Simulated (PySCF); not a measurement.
**Exercise with solution: chemical shift, span and skew from a shielding tensor**

CH₇BO₂Si, SMILES OB(O)C[SiH3]. Atoms are numbered in the order given.

```xyz
12

Si     1.6868     0.6902    -0.0053
C     -0.0585     0.6415    -0.7292
B     -0.9817    -0.4116     0.0204
O     -0.6740    -1.7411     0.0507
O     -2.1109    -0.0649     0.7023
H      2.5445     1.7008    -0.6915
H      1.6428     1.0075     1.4517
H      2.3285    -0.6507    -0.1709
H      0.0468     0.3560    -1.7919
H     -0.4766     1.6624    -0.7157
H      0.1402    -1.9595    -0.4155
H     -2.3032     0.8772     0.6574
```

The structure is a stationary point at B3LYP-D3(BJ)/def2-SVP. This is a generated structure with no PubChem entry under its InChIKey; it may be hypothetical. The values are those of a single conformer.

GIAO shieldings from B3LYP/pcSseg-1 (PySCF), non-relativistic, no solvent. The symmetric part of the tensor of C2 has the principal values 167.5, 182.1, 199.2 ppm. The same nucleus in TMS has σ = 181.3 ppm at this level (PySCF, at its B3LYP-D3(BJ)/def2-TZVP geometry).

### Question
Work out the isotropic shielding, the ¹³C shift against TMS, the span and the skew.

### Answer

σ(iso) = (σ11 + σ22 + σ33)/3 = 182.9 ppm. δ = σ(ref) − σ(iso) = 181.3 − (182.9) = -1.6 ppm.
Span Ω = σ33 − σ11 = 31.7 ppm. Skew κ = 3(σ(iso) − σ22)/Ω = 0.08. Tumbling in solution averages the tensor to δ; in a static solid the shielding alone would spread this spin-1/2 line over Ω.
